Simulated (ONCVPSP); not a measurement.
## Transferability test, ONCV potential for lanthanum

La (Z = 57), optimised norm-conserving Vanderbilt (ONCV), made with ONCVPSP 4.0.1 (PBE, scalar-relativistic). Core [Kr] 4d10, reference 5s2 5p6 5d1 6s2. Waves: 5s+6s: rc 2.60 bohr, ncon 4, nbas 8, qcut 4.7 1/bohr, 2 projectors; 5p: rc 2.05 bohr, ncon 5, nbas 8, qcut 3.2 1/bohr, 2 projectors, debl 2.5 Ha; 5d: rc 2.95 bohr, ncon 3, nbas 6, qcut 3.6 1/bohr, 1 projector; f scattering state at 0.13 Ha: rc 3.05 bohr, ncon 3, nbas 7, qcut 3.5 1/bohr, 2 projectors, debl 0.8 Ha. Local part: polynomial inside 1.40 bohr (lpopt 5, dvloc0 0 Ha). Core correction: none.

In the f channel the program set the typed energies aside and used -0.160, 0.640 Ha.

Energies are relative to the spin-unpolarised reference configuration 5s2 5p6 5d1 6s2; without spin polarisation the order of configurations can differ from experiment.

```csv
valence configuration,charge,ΔE all-electron (eV),error AE − PS (meV)
5s2 5p6 5d1 6s1,+1,5.966,-1.6
5s2 5p6 5d0 6s0,+3,35.804,+9.1
5s2 5p6 5d0 6s2 6p1,0,2.307,+3.1
```

Q: What are ΔE and the potential's error for 5s2 5p6 5d1 6s0?

A: ΔE = 16.854 eV all-electron; the error (AE − PS) is -6.0 meV.

Note: ghosts flagged at negative energy: s at -9.6 eV; GHOST(+) flagged for p at 160.6 eV. A true bound ghost makes a file unfit for plane-wave use.
